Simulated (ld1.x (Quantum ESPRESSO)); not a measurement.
## What one change does to a pseudopotential (O (Z = 8), TM)

oxygen (O), norm-conserving Troullier–Martins (Kleinman–Bylander form), made with ld1.x (Quantum ESPRESSO) 7.5 (BP86, non-relativistic). Core [He], reference 2s1 2p5. Waves: 2s (bound): rc 0.80 bohr; 2p (bound): rc 1.75 bohr. Local part: the p channel. Core correction: none.

Change: core correction a·sin(br)/r model core inside 0.44 bohr.

Cutoffs: the cutoffs (Ry, on a coarse ladder) from which the occupation-weighted sum of valence levels, in a spherical-Bessel basis at the reference potential, stays within 10 and 1 mRy of its value at 400 Ry; they do not see the model core or the augmentation charge, which bear on the density cutoff. Errors are all-electron minus pseudo energies relative to the spin-unpolarised reference configuration.

Problem. Predict the effect on cutoff, ghosts and configuration errors.

Solution. The potential gets neither clearly harder nor softer (70 Ry and 180 Ry → 70 Ry and 180 Ry); of the 7 tests that both files solve, the error grows in 1 and shrinks in 1 by more than 15 % and 0.3 meV (median size 49.7 → 43.9 meV); neither file shows a bound ghost. A model core, the more so a compact one, raises the density cutoff, which this test does not measure.

| quantity | base | changed |
| --- | --- | --- |
| cutoff, loose | 70 Ry | 70 Ry |
| cutoff, tight | 180 Ry | 180 Ry |
| bound ghosts | none | none |
| error for 2s2 2p4, meV [ΔE -14.89 eV] | +4.4 | -0.4 |
| error for 2s2 2p3, meV [ΔE 1.64 eV] | +125 | +119 |
| error for 2s2 2p2, meV [ΔE 35.31 eV] | +542 | +534 |
| error for 2s1 2p4, meV [ΔE 16.82 eV] | -19 | -18 |
| error for 2s2 2p0, meV [ΔE 166.16 eV] | +4800 | +4798 |
| error for 2s2 2p4.3, meV [ΔE -17.05 eV] | -16 | -20 |
| error for 2s2 2p3.5, meV [ΔE -8.56 eV] | +50 | +44 |
| s: phases at 1.90 bohr within 0.05 rad from the reference energy up to (Ry; the scan ends near 5) | 1.6 | 1.6 |
| p: phases at 1.90 bohr within 0.05 rad from the reference energy up to (Ry; the scan ends near 5) | 1.5 | 1.5 |
